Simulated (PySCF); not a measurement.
# Telling isomers of C₅H₉F₃OSi apart by NMR

[PySCF: GFN2-xTB structure; shieldings: GIAO PBE0/pcSseg-1; fast rotation and ring inversion assumed for equivalent nuclei; isolated molecule; non-relativistic; a single conformation]

Referencing at the same level of theory: ¹H (σ = 31.72 ppm) and ¹³C (σ = 186.93 ppm) against TMS. Splittings of carbon signals by F and P are missing where no couplings were computed. Where no couplings were computed, multiplicities follow the n + 1 count of equivalent neighbours, and m marks all less simple cases (inequivalent or close neighbours, rings, F or P nearby). Shifts are as computed. Against solution values, carbons near 30 ppm lie about +3 ppm off and those near 130 ppm about +5 ppm. Of 1211 compounds with measured shifts, 218 miss one by over three times the rms of a fit or turn the order of signals round; such compounds aren't used in these exercises. OH and NH positions are gas-phase values without hydrogen bonding to other molecules.

(1) Tabulate the signals of `C[C@@H]1[SiH2]C[C@H]1OC(F)(F)F`, `C/C(=C\C(F)F)O[SiH2]CF`, `C=C(C)[SiH2][C@@H](F)OC(F)F`, `O[SiH2]/C(=C\C(F)F)CCF` and their relative energies.

(2) What is the quickest way to tell C[C@@H]1[SiH2]C[C@H]1OC(F)(F)F from O[SiH2]/C(=C\C(F)F)CCF?

(3) What is the quickest way to tell C/C(=C\C(F)F)O[SiH2]CF from O[SiH2]/C(=C\C(F)F)CCF?

(4) What is the quickest way to tell C/C(=C\C(F)F)O[SiH2]CF from C=C(C)[SiH2][C@@H](F)OC(F)F?

Results:

(1) 
```tsv
SMILES	carbon types	δC	δH	E rel. (kcal/mol)
C[C@@H]1[SiH2]C[C@H]1OC(F)(F)F	1×C 2×CH 1×CH2 1×CH3	130.1, 84.3, 34.0, 19.2, 16.1	4.61 (m, 1H), 4.46 (m, 1H), 4.12 (m, 1H), 2.31 (m, 1H), 1.94 (m, 1H), 1.83 (m, 1H), 1.37 (d, 3H)	7.4
C/C(=C\C(F)F)O[SiH2]CF	1×C 2×CH 1×CH2 1×CH3	166.8, 119.5, 107.3, 76.6, 21.6	6.75 (m, 1H), 5.12 (m, 2H), 5.10 (m, 2H), 4.86 (m, 1H), 1.94 (s, 3H)	9.0
C=C(C)[SiH2][C@@H](F)OC(F)F	1×C 2×CH 1×CH2 1×CH3	148.3, 139.2, 122.3, 112.8, 28.3	6.84 (m, 1H), 6.21 (br s, 1H), 6.13 (m, 1H), 5.84 (br s, 1H), 4.53 (m, 1H), 4.36 (m, 1H), 2.20 (s, 3H)	23.9
O[SiH2]/C(=C\C(F)F)CCF	1×C 2×CH 2×CH2	160.4, 145.6, 119.9, 87.3, 45.8	7.06 (m, 1H), 6.54 (m, 1H), 5.17 (s, 2H), 4.70 (m, 2H), 2.55 (m, 2H), 1.74 (br s, 1H)	0.0
```

Energies are electronic energies at PBE0/pcSseg-1 on these geometries, without zero-point or thermal terms, each for the one conformer computed, which needn't be the lowest.

(2) Both give the same number of carbon signals, but DEPT or the intensities differ. The first has an sp3 CH bonded to Si at 34.0 ppm, the second an alkene CH at 145.6 ppm. Their most deshielded carbons lie at 130.1 and 160.4 ppm. In the proton spectra the most deshielded non-exchanging signals are 4.61 (m, 1H) and 7.06 (m, 1H).

(3) Both give the same number of carbon signals, but DEPT or the intensities differ. The first has an allylic methyl carbon (CH3) at 21.6 ppm, the second an allylic sp3 CH2 at 45.8 ppm. Their most deshielded carbons lie at 166.8 and 160.4 ppm.

(4) Both give the same number of carbon signals, with the same numbers of each carbon type, so the positions decide. The first has an sp3 CH2 bonded to F and Si at 76.6 ppm, the second a terminal =CH2 carbon at 139.2 ppm. Their most deshielded carbons lie at 166.8 and 148.3 ppm.
